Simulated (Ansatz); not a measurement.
The cluster Cd₂S₂. Total charge 0; singlet. Geometry r2SCAN-D4/def2-SVP; atoms count from 1.

Cartesian coordinates in Å:
```
Cd -2.5458 -0.0488 0.6404
Cd 1.6816 2.0069 -0.1925
S 0.0397 -0.0894 -0.0197
S 0.8244 -1.8688 -0.4282
```

In the def2 sets Cd takes a core potential; there is no spin–orbit coupling. The restricted singlet is unstable towards broken spin symmetry in Hartree–Fock (as tested in another run); at PBE0-D4/def2-TZVP this wasn't settled. Another isomer (triplet) lies 0.15 eV lower at PBE0-D4/def2-TZVP; other spin states weren't run for this one.

Q: Estimate the Mulliken populations from the PBE0/def2-TZVP orbitals of Ansatz.

A: 
```json
{"atom": "Cd1", "charge (e)": "0.22", "d electrons": "10.00"}
{"atom": "Cd2", "charge (e)": "0.22", "d electrons": "10.00"}
{"atom": "S3", "charge (e)": "-0.17", "d electrons": "–"}
{"atom": "S4", "charge (e)": "-0.26", "d electrons": "–"}
```
Mulliken values depend strongly on the basis.

Q: And the Mayer bond orders between heavy atoms (over 0.3)?

A: Cd1–S3 0.46 (2.67 Å); Cd2–S3 0.46 (2.67 Å); S3–S4 1.52 (1.99 Å).
